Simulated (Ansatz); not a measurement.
One change: `C[O][Y]([O]C)[O]C` becomes `C[O][Y]([CH3])[O]C`.

Ansatz, PBE0-D4/def2-TZVP geometries, multiplicity 1. Each molecule was computed in one conformer, which needn't be the lowest.

Elements past krypton have def2 core potentials.

```tsv
property	`C[O][Y]([O]C)[O]C`
HOMO energy (PBE0/def2-TZVPP) / eV	-7.10
LUMO energy (B3LYP/def2-TZVPP) / eV	-1.75
size of the dipole moment (ωB97M-V/def2-TZVPP) / D	0.03
HOMO–LUMO gap (B3LYP/def2-TZVPP) / eV	5.12
LUMO energy (PBE0/def2-TZVPP) / eV	-1.42
HOMO–LUMO gap (PBE0/def2-TZVPP) / eV	5.69
```

Question: Give the same properties after the change, and the shifts. (Best estimate.)

Answer: Computed: 
```
                                          property  `C[O][Y]([CH3])[O]C`  shift
                HOMO energy (PBE0/def2-TZVPP) / eV                 -6.19   0.91
               LUMO energy (B3LYP/def2-TZVPP) / eV                 -1.87  -0.12
size of the dipole moment (ωB97M-V/def2-TZVPP) / D                  2.53   2.50
             HOMO–LUMO gap (B3LYP/def2-TZVPP) / eV                  4.09  -1.03
                LUMO energy (PBE0/def2-TZVPP) / eV                 -1.53  -0.11
              HOMO–LUMO gap (PBE0/def2-TZVPP) / eV                  4.66  -1.03
```

With PBE0 the HOMO rises by 0.91 eV and the LUMO falls by 0.11 eV, so the gap narrows by about 1.02 eV. PBE moves the HOMO by 0.65 eV and ωB97M-V by 1.02 eV.

B3LYP here is the variant with VWN-RPA as its local correlation; programs differ in this.
